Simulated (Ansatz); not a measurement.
F₂HSb, SMILES `[F][SbH][F]` from Hartree–Fock to CCSD(T)

Cartesian coordinates in Å:
```
F -1.494 -0.073 -0.620
Sb -0.155 0.051 0.725
F 0.972 -1.295 -0.008
H 0.677 1.318 -0.096
```

Charge 0, multiplicity 1. Correlated methods include outer-core shells of Sb, which these sets cover unevenly. Sb: def2 effective core potential. The geometry is a stationary point of PBE0-D4/def2-TZVP. Frozen core, restricted reference, Ansatz 0.2.0.

```json
{"basis": "def2-SVP", "HF (Eh)": "-438.57270", "MP2 corr.": "-0.49027"}
{"basis": "def2-TZVPP", "HF (Eh)": "-438.85551", "MP2 corr.": "-0.84793"}
{"basis": "def2-QZVPP", "HF (Eh)": "-438.87057", "MP2 corr.": "-1.13798"}
```

Problem. Estimate the CCSD correlation energy and the (T) correction in each basis where they were run (hartree).

Solution. 
```csv
basis,CCSD corr.,(T)
def2-SVP,-0.50522,-0.00934
def2-TZVPP,-0.84276,-0.02447
def2-QZVPP,-1.09837,-0.03259
```
